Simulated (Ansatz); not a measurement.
**Nudged elastic band run: CH4S2Si**

input.yaml

```yaml
crystal:
  periodic: [false, false, false]
  atoms:
    - { symbol: C, position_ang: [-0.549475, 0.917087, -0.363463] }
    - { symbol: Si, position_ang: [0.092365, -0.661043, 0.393183] }
    - { symbol: S, position_ang: [2.14212, -0.774803, 0.948397] }
    - { symbol: S, position_ang: [1.335383, -1.929758, -0.776445] }
    - { symbol: H, position_ang: [-1.45883, 0.720055, -0.954908] }
    - { symbol: H, position_ang: [-0.807493, 1.645649, 0.422774] }
    - { symbol: H, position_ang: [0.216756, 1.354705, -1.019682] }
    - { symbol: H, position_ang: [-0.878626, -1.328892, 1.294443] }
basis:
  gaussian: { orbitals: def2-SVP }
hamiltonian:
  xc: b3lyp
  dispersion: d4
neb:
  order_check: false
  images: 7
  f_tol: 0.05
  max_iterations: 60
  initial_path: idpp
  final_atoms:
    - { symbol: C, position_ang: [-0.54936536, 0.9178778, -0.3626308] }
    - { symbol: Si, position_ang: [0.06575458, -0.72429413, 0.26967004] }
    - { symbol: S, position_ang: [1.81680238, -0.77009533, 1.47562905] }
    - { symbol: S, position_ang: [1.81008297, -1.57354961, -0.60145271] }
    - { symbol: H, position_ang: [-1.15820553, 1.42354946, 0.40476633] }
    - { symbol: H, position_ang: [0.30416403, 1.56037043, -0.62307623] }
    - { symbol: H, position_ang: [-1.17880484, 0.77684429, -1.25659365] }
    - { symbol: H, position_ang: [-1.01822822, -1.66770291, 0.63798698] }
```

Command:

```bash
$ ansatz run input.yaml --threads 1 --pin off --max-ram 2048MiB --backend cpu --events-out ev --progress --plain --runs-dir out
```

Output, in part (warnings, iteration lines, the closing report on the highest movable image, with atoms numbered from 0):

```
NEB end point (image 0): max|allowed force component| = 2.822e-3 eV/Å (the criterion of neb.relax_end_points is 1.000e-2)
NEB end point (image 8): max|allowed force component| = 5.141e-3 eV/Å (the criterion of neb.relax_end_points is 1.000e-2)
NEB iter   1: max|band force component| = 3.256e-1 eV/Å  barrier→ = 0.0640 eV  barrier← = 0.0640 eV  CI = image 4  Δτ_max = 0.0290 Å  (243 SCF iters)
NEB iter   2: max|band force component| = 1.180e-1 eV/Å  barrier→ = 0.0576 eV  barrier← = 0.0576 eV  CI = image 4  Δτ_max = 0.0108 Å  (182 SCF iters)
NEB iter   3: max|band force component| = 2.540e-2 eV/Å  barrier→ = 0.0569 eV  barrier← = 0.0569 eV  CI = image 4  Δτ_max = 0.0000 Å  (368 SCF iters)
Total energy: -30643.22067643 eV, -1126.1175891377 hartree
Atom 0 at    -0.564315     0.890274    -0.425633 Å, force    -0.025211     0.012196    -0.005040 eV/Å
Atom 1 at     0.071986    -0.699834     0.330581 Å, force    -0.010885    -0.006644     0.003584 eV/Å
Atom 2 at     1.858776    -0.658764     1.484093 Å, force     0.014053     0.000221     0.008274 eV/Å
Atom 3 at     1.784165    -1.638579    -0.513243 Å, force     0.013737    -0.006452    -0.006128 eV/Å
Atom 4 at    -1.664728     0.925975    -0.399633 Å, force     0.007889     0.011745    -0.005812 eV/Å
Atom 5 at    -0.165988     1.756526     0.124285 Å, force     0.001387    -0.001816     0.005446 eV/Å
Atom 6 at    -0.229214     0.972751    -1.470805 Å, force     0.000957    -0.005653    -0.002166 eV/Å
Atom 7 at    -0.998482    -1.605349     0.814654 Å, force    -0.001929    -0.003598     0.001843 eV/Å
Dipole moment:    -0.542584     0.295685    -0.124808 e Å
```

The run converged. A vibrational analysis at the climbing image gives one clearly imaginary mode, 149i cm⁻¹: a first-order saddle point.

Final band (atoms are numbered from 1 in the order of the input):

```tsv
image	path coordinate (Å)	energy (eV)	dihedral H7–C1–Si2–S3 (°)
0	0.00	0.000	37
1	0.39	0.008	52
2	0.79	0.029	67
3	1.18	0.049	81
4	1.58	0.057	96
5	1.97	0.048	112
6	2.37	0.028	127
7	2.77	0.008	142
8	3.16	0.000	158
```

Run time: 50 s on 1 thread of AMD EPYC 9R45 96-Core Processor (Zen 5), on a shared host, peak memory 0.2 GiB.
